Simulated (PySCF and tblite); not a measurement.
Results of a calculation; reference values are marked as such.
System: C5H5Cl3Si, numbered as in [Cl:1][Si:2]([Cl:3])([Cl:4])[CH:5]1[CH:6]=[CH:7][CH:8]=[CH:9]1.

Motion: shift of H on C5 from C5 to C9. GFN2-xTB gives an electronic barrier of 25.1 kcal/mol and a reaction energy of -2.9 kcal/mol.

Tunnelling of the moving H, left out here, will speed the real process.

Task: What does CAM-B3LYP/pcSseg-1 + D3(BJ) give on PBE0-D3(BJ)/def2-SVP geometries?

Result: A barrier of 28.5 kcal/mol, 3.4 above the tight-binding barrier (from unrounded values), a reaction energy of -1.6 kcal/mol and, with GFN2-xTB thermal terms, ΔG‡(298 K) = 25.9 kcal/mol and k = 1.3×10⁻⁶ s⁻¹ (2 equivalent paths).

Task: And the level of the geometries itself, PBE0-D3(BJ)/def2-SVP?

Result: 25.9 kcal/mol.

Programs: tblite and PySCF.
